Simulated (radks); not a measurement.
The numbers below are computed, except where a source is named.
Hg4+, configuration [Xe] 4f14 5d8 (the NIST ground configuration).

Level of theory: Dirac Kohn-Sham, PBE, spin-unpolarised, spherical densities, finite nucleus; open shells are shared between the two j in proportion to 2j + 1; Fermi nuclear charge, rms radius 5.4648 fm (a radial shooting solver on a logarithmic mesh with Libxc functionals).

Energy parts (eV):
| part | energy |
|---|---|
| total | -534789.08 |
| kinetic | 616522.88 |
| electron-nucleus | -1344991.29 |
| Hartree | 203801.59 |
| exchange-correlation | -10122.26 |

Orbitals (lengths in bohr, moments of r in powers of bohr; <r^-3> diverges for s and p1/2):
orbital  occ.  eigenvalue (eV)  <r^-3>
1s1/2       2        -83047.51       -
2s1/2       2        -14749.86       -
2p1/2       2        -14158.31       -
2p3/2       4        -12210.73   21440
3s1/2       2        -3538.870       -
3p1/2       2        -3271.368       -
3p3/2       4        -2839.972    5010
3d3/2       4        -2395.452   876.4
3d5/2       6        -2303.007   723.1
4s1/2       2        -817.8593       -
4p1/2       2        -702.9581       -
4p3/2       4        -598.7841    1214
4d3/2       4        -410.5982   191.2
4d5/2       6        -391.1706   154.2
4f5/2       6        -149.0014   32.74
4f7/2       8        -144.8024   31.07
5s1/2       2        -168.2122       -
5p1/2       2        -130.0241       -
5p3/2       4        -111.3450   214.8
5d3/2     3.2         -58.5176   22.39
5d5/2     4.8         -56.2935   17.73
6s1/2       0         -45.7115       -
6p1/2       0         -36.3326       -
6p3/2       0         -33.4552   33.95

The highest occupied level is 5d5/2 at -56.294 eV. For comparison, the ionisation energy in NIST's Atomic Spectra Database is 61.2 eV (measured). In exact Kohn-Sham theory the highest level is minus the ionisation energy, but local and semilocal functionals leave it too shallow, through self-interaction and a potential that decays too fast; potentials with the right tail come closer. The electron density at the nucleus is 2.324e+06 e/bohr^3.

Beside tabulated values, note that spin-unpolarised runs miss the spin-polarisation part of the exchange energy of open shells.
